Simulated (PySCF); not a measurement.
## Two probes of the same atoms: core binding energy and nuclear shielding

C4H8BF2N.
Atom-mapped SMILES: `[CH3:1]/[N:2]=[CH:3]\[CH2:4][CH2:5][B:6]([F:7])[F:8]`

Structure used (PBE0-D3(BJ)/def2-SVP), in Å, numbered top down from 1:
```xyz
16
C4H8BF2N angstrom
C     -2.6006   -0.6909   -0.0098
N     -2.1671    0.5038   -0.6894
C     -0.9310    0.7812   -0.7037
C      0.1822   -0.0067   -0.0667
C      1.5576    0.6238   -0.2302
B      2.7247   -0.1245    0.4857
F      3.9621    0.3347    0.4596
F      2.5335   -1.2479    1.1547
H     -3.6980   -0.7510   -0.0119
H     -2.2590   -0.7321    1.0415
H     -2.2142   -1.6019   -0.5033
H     -0.6350    1.7002   -1.2409
H      0.1785   -1.0305   -0.4841
H     -0.0510   -0.1503    1.0043
H      1.8269    0.7122   -1.2992
H      1.5626    1.6676    0.1343
```

Binding energies: delta-SCF UKS SCAN, pcX-2 on the ionised atom, pcseg-1 elsewhere, spin-free X2C (PySCF 2.14.0). Shieldings: GIAO KT2/pcSseg-1, non-relativistic, same geometry.

```csv
atom,C 1s (eV)
C1,291.42
C3,291.59
C4,291.20
C5,291.05
```

What are the absolute isotropic shieldings of these atoms?

| atom | environment | C 1s (eV) | isotropic shielding (ppm) |
| --- | --- | --- | --- |
| C5 | sp3 carbon bound to boron | 291.05 | 173.0 |
| C4 | chain CH2 carbon | 291.20 | 159.4 |
| C1 | N-methyl carbon | 291.42 | 144.2 |
| C3 | imine carbon | 291.59 | 19.3 |

Among the listed atoms, is the one with the highest binding energy also the least shielded?

Yes: C3 has both (291.59 eV, 19.3 ppm).

By binding energy: C5 < C4 < C1 < C3. By shielding: C3 < C1 < C4 < C5.

Isolated species at its PBE0-D3(BJ)/def2-SVP geometry (one conformer only).
